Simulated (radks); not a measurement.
Problem. All-electron atom: the argon ion Ar11+ in [He] 2s2 2p3. Method: scalar-relativistic Kohn-Sham, PBE, spin-polarised, spherical densities, finite nucleus; open shells are filled with parallel spins first; Fermi nuclear charge, rms radius 3.4274 fm; computed with a radial shooting solver on a logarithmic mesh with Libxc functionals. Some entries of the table are withheld. Estimate them.

orbital  occ.  eigenvalue (eV)  r(max) (bohr)
1s up       1        -3545.104        0.05604
1s down     1        -3535.705        0.05597
2s up       1        -642.4768         0.3226
2s down     1        -624.3613         0.3250
2p up       3              (1)         0.2613
2p down     0              (2)         0.2642
3s up       0              (3)         0.8958
3s down     0              (4)         0.9070
3p up       0        -225.8775         0.8725
3p down     0        -221.0400         0.8864
3d up       0        -206.3890            (5)
3d down     0        -201.0106            (6)

Solution. 
(1) 2p up eigenvalue (eV): -588.7644
(2) 2p down eigenvalue (eV): -567.8837
(3) 3s up eigenvalue (eV): -242.0733
(4) 3s down eigenvalue (eV): -237.5245
(5) 3d up r(max) (bohr): 0.7114
(6) 3d down r(max) (bohr): 0.7314
